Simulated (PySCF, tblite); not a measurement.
C5H10O2S.
Structure used (GFN2-xTB), in Å, numbered top down from 1:
```
atom  x, y, z in Å
C1     1.569    1.518    0.790
C2     1.170    0.269    0.622
C3     0.452   -0.231   -0.571
C4     1.006   -1.528   -1.131
S5    -1.267   -0.640   -0.037
C6    -1.970    0.939    0.535
O7    -1.205   -1.539    1.083
O8    -2.011   -1.066   -1.192
H9     1.421    2.269    0.031
H10    2.075    1.837    1.685
H11    1.328   -0.473    1.393
H12    0.339    0.530   -1.342
H13    1.019   -2.284   -0.350
H14    2.016   -1.389   -1.513
H15    0.362   -1.876   -1.935
H16   -1.346    1.312    1.336
H17   -1.993    1.619   -0.306
H18   -2.973    0.739    0.890
```

Level of theory: PBE0/pcSseg-1 in PySCF (dipole) on a GFN2-xTB geometry, gas phase.

Masses are those of the commonest isotopes; rigid-rotor values at the optimised geometry. The values belong to one conformer with, in the numbering `[CH2:1]=[CH:2][C@@H:3]([CH3:4])[S:5]([CH3:6])(=[O:7])=[O:8]`, C1–C2–C3–C4 133°, C2–C3–S5–C6 62°.

**Question.** Give the principal moments of inertia and the rotational constants in cm⁻¹.

**Answer.** Ia = 209.90, Ib = 331.59, Ic = 421.10 u·Å²; 505379 MHz·u·Å²/I gives 2408, 1524 and 1200 MHz, that is A = 0.08031, B = 0.05084, C = 0.04003 cm⁻¹.

**Question.** What kind of rotor is it?

**Answer.** An asymmetric top. Ray's parameter κ = (2B − A − C)/(A − C) = -0.463; −1 is the prolate and +1 the oblate limit.

**Question.** What does the inertial defect say?

**Answer.** Not planar: Δ = Ic − Ia − Ib = -120.39 u·Å². For a rigid frame Δ = −2 Σ m c², so Σ m c² = 60.19 u·Å² lies off the ab plane: 9.85 from hydrogen and 50.35 from heavier atoms. The atom farthest from that plane is 1.51 Å away.

**Question.** List the rotational levels J(Ka,Kc) to J = 2 (cm⁻¹).

**Answer.** Above 0(0,0):
J = 1: 1(0,1) 0.0909, 1(1,1) 0.1203, 1(1,0) 0.1312
J = 2: 2(0,2) 0.2701, 2(1,2) 0.2913, 2(1,1) 0.3237, 2(2,1) 0.4121, 2(2,0) 0.4146

**Question.** Which lines would a microwave search look for?

**Answer.** The dipole components are |μa| = 3.67 D, |μb| = 1.81 D, |μc| = 1.77 D. The squared components, which scale the intensities, stand as 1.00 : 0.24 : 0.23 (a : b : c). Some lines, for components of 0.1 D or more:

| type | branch | J(Ka,Kc) | MHz | lower level (cm⁻¹) |
| --- | --- | --- | --- | --- |
| c | Q | 3(1,3) ← 3(0,3) | 379 | 0.534 |
| c | Q | 1(1,1) ← 1(0,1) | 884 | 0.091 |
| a | Q | 2(1,1) ← 2(1,2) | 972 | 0.291 |
| c | Q | 4(2,3) ← 4(1,3) | 1695 | 0.990 |
| b | Q | 3(1,2) ← 3(0,3) | 2312 | 0.534 |
| b | Q | 3(3,0) ← 3(2,1) | 4933 | 0.696 |
| a | R | 2(1,1) ← 1(1,0) | 5773 | 0.131 |
| b | R | 4(2,2) ← 3(3,1) | 6499 | 0.861 |
| b | R | 3(0,3) ← 2(1,2) | 7266 | 0.291 |
| a | R | 3(0,3) ← 2(0,2) | 7899 | 0.270 |
| a | R | 3(2,1) ← 2(2,0) | 8446 | 0.415 |
| b | R | 3(2,1) ← 2(1,2) | 12143 | 0.291 |
| b | R | 4(2,3) ← 3(1,2) | 13056 | 0.611 |
| c | R | 4(1,3) ← 3(0,3) | 13673 | 0.534 |
| c | R | 4(3,1) ← 3(2,1) | 16014 | 0.696 |
| b | R | 4(4,1) ← 3(3,0) | 18221 | 0.861 |

Its GFN2-xTB frequencies are all real (lowest 43 cm⁻¹). Constants of a rigid frame at the computed geometry: no zero-point averaging, no centrifugal distortion. A rigid rotor knows nothing of internal rotation, which can split or shift real lines.
